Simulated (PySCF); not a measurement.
C4H6BNO, SMILES C=C1OC(=C)B1N.

Geometry: r2SCAN-D4/def2-SVP. The structure was generated by enumeration, and PubChem lists no compound with its InChIKey, so it may never have been made. One conformer was computed; it need not be the lowest.

These are PySCF with PBE/def2-TZVP values and carry that method's errors.

Symmetry labels are those of the subgroup C2v that the program uses (full group C2v).

Q: List the valence orbital energies around the gap with their symmetry. (The exact figures need the calculation; the answer reports its results.)

A: 
```
orbital  symmetry  energy (eV)
-------  --------  -----------
HOMO−7         B1       -10.20
HOMO−6         A1       -10.17
HOMO−5         B2        -9.44
HOMO−4         B1        -7.67
HOMO−3         A1        -7.55
HOMO−2         B2        -7.50
HOMO−1         A2        -6.53
HOMO           B1        -5.20
LUMO           B1        -2.15
LUMO+1         A2        -0.29
LUMO+2         A1        -0.25
LUMO+3         B2         1.00
```
